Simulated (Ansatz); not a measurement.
Geometry optimisation, RKS B3LYP-D4/STO-3G in Ansatz.

Input file:

```yaml
crystal:
  periodic: [false, false, false]
  atoms:
    - { symbol: O, position_ang: [-1.3729, -1.2026, -1.2726] }
    - { symbol: Si, position_ang: [0.1149, -0.7973, -0.8113] }
    - { symbol: O, position_ang: [0.6832, -1.9507, 0.1957] }
    - { symbol: "N", position_ang: [-0.1908, 0.2826, 0.2948] }
    - { symbol: Si, position_ang: [0.2001, 1.7631, 0.4734] }
    - { symbol: H, position_ang: [-2.0796, -0.5944, -0.8328] }
    - { symbol: H, position_ang: [1.577, -1.7139, 0.645] }
    - { symbol: H, position_ang: [-0.4744, -0.186, 1.1532] }
    - { symbol: H, position_ang: [1.6443, 1.7863, 0.877] }
    - { symbol: H, position_ang: [-0.0187, 2.5619, -0.7195] }
basis:
  gaussian: { orbitals: STO-3G }
hamiltonian:
  xc: b3lyp
  dispersion: d4
relax:
  f_tol: 0.02
  max_steps: 40
output:
  orbitals: {}
```

Launched with:

```bash
$ ansatz run input.yaml --threads 1 --pin off --max-ram 2048MiB --backend cpu --events-out ev --progress --plain --runs-dir out
```

**Question.** Where does it end, and by what steps?

**Answer.** The run converged. Limits of this set-up: minimal basis. After 15 steps the energy has fallen by 3.979 eV; H8 moved furthest, 1.79 Å. The start is strongly strained (largest force component 9 eV/Å).

| step | energy less start (eV) | largest force component (eV/Å) | accepted |
| --- | --- | --- | --- |
| 0 | 0.0000 | 8.983 | yes |
| 1 | -2.2116 | 4.513 | yes |
| 2 | -3.1085 | 1.389 | yes |
| 3 | -3.3389 | 1.088 | yes |
| 4 | -3.5303 | 0.782 | yes |
| 5 | -3.6415 | 0.940 | yes |
| 6 | -3.7217 | 0.833 | yes |
| 7 | -3.8154 | 0.692 | yes |
| 8 | -3.8817 | 0.635 | yes |
| 9 | -3.9374 | 0.235 | yes |
| 10 | -3.9607 | 0.237 | yes |
| 11 | -3.9741 | 0.086 | yes |
| 12 | -3.9777 | 0.094 | yes |
| 13 | -3.9785 | 0.044 | yes |
| 14 | -3.9788 | 0.064 | yes |
| 15 | -3.9791 | 0.015 | yes |

```xyz
10
Properties=species:S:1:pos:R:3
O -1.337 -0.864 -1.199
Si 0.260 -1.045 -0.592
O 0.004 -2.520 0.265
N 0.454 0.274 0.596
Si -0.196 1.886 0.729
H -1.341 0.048 -1.663
H 0.937 -2.832 0.548
H 1.287 0.124 1.222
H 0.943 2.801 0.617
H -0.928 2.076 -0.520
```

The run took 35 s on 1 thread of Arm Neoverse V2, with other jobs on the host, peak memory 0.12 GiB.
